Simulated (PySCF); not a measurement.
SMILES [OH][Al]([OH])[c]1ccc([Si](O)(O)O)cc1 (C₆H₉AlO₅Si), singlet (GFN2-xTB optimised geometry):

```
22

Si    -3.584    -0.029     0.000
O     -4.151     1.497     0.000
O     -4.179    -0.775    -1.320
O     -4.168    -0.807     1.304
C     -1.692    -0.029     0.000
C     -0.958    -1.075     0.555
C      0.424    -1.073     0.535
C      1.130    -0.023    -0.043
C      0.403     1.025    -0.599
C     -0.980     1.020    -0.577
Al     3.115    -0.012    -0.074
O      3.880    -1.298     0.609
O      3.846     1.282    -0.779
H     -4.137     1.996     0.811
H     -4.175    -0.314    -2.153
H     -4.328    -1.744     1.245
H     -1.483    -1.902     1.014
H      0.970    -1.899     0.974
H      0.930     1.854    -1.054
H     -1.525     1.847    -1.012
H      4.328    -2.033     1.000
H      4.250     2.033    -1.186
```

Method: PySCF with PBE0/def2-SVP.

Question: What are the frontier orbital energies and the dipole moment?

Answer: HOMO-2 -7.57 eV, HOMO-1 -7.05 eV, HOMO -7.03 eV, LUMO -0.57 eV, LUMO+1 0.21 eV; dipole moment 2.23 D.

Meta-Löwdin charges at PBE0/def2-SVP: Si1 1.39, O2 -0.72, O3 -0.72, O4 -0.72, C5 -0.26, C6 -0.10, C7 -0.09, C8 -0.27, C9 -0.09, C10 -0.10, Al11 1.05, O12 -0.74, O13 -0.74, H14 0.34, H15 0.34, H16 0.34, H17 0.09, H18 0.10, H19 0.10, H20 0.10, H21 0.35, H22 0.35.
